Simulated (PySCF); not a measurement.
C3H13NSi2, SMILES C[SiH](C)C[SiH2]N, GFN2-xTB optimised geometry. Atoms within 1.6 Å of the plane z = 0.6 Å (x, y, z in Å): C3 (-1.95, -1.22, -0.40), Si5 (1.54, 0.03, 0.00), N6 (0.81, 1.59, 0.00), H11 (-3.01, -1.19, -0.60), H12 (-1.74, -0.54, 0.42), H13 (-1.70, -2.22, -0.06), H16 (1.07, -0.61, 1.24), H17 (3.01, 0.03, 0.00), H18 (1.02, 2.22, 0.75), H19 (0.76, 2.10, -0.87).

Level of theory: PBE0/def2-SVP in PySCF.

Map of the log10 of the electron density (e/bohr³), floored at −4 on the plane z = 0.6 Å:

```
|00000000000000000000000000000|
|00000000000000000000000000000|
|00000000000000000000000000000|
|00000000000000000000000000000|
|00000000000000000000000000000|
|00000000000000122221000000000|
|00000000000001345543100000000|
|00000000000013467764200000000|
|00000000000034679975310000000|
|00000000000135789986421000000|
|00000000000246799986533210000|
|00000000001245789876554321000|
|00000001233335678877666532000|
|00000013455434567887777642100|
|00000134677644567888887643100|
|00001245788754578887777642100|
|00002346798754568887665432000|
|00002356788653456766544321000|
|00002345677643345554332210000|
|00001345677643223333211000000|
|00000234566542111221100000000|
|00000023455532000000000000000|
|00000012344320000000000000000|
|00000000122100000000000000000|
|00000000000000000000000000000|
|00000000000000000000000000000|
|00000000000000000000000000000|
|00000000000000000000000000000|
|00000000000000000000000000000|
```
Scale: ten equal steps from -4.00 (start of '0') to -0.545 (end of '9'), in the order '0123456789'; x runs from -5.50 to 5.50, y from -5.50 (bottom) to 5.50 (top).
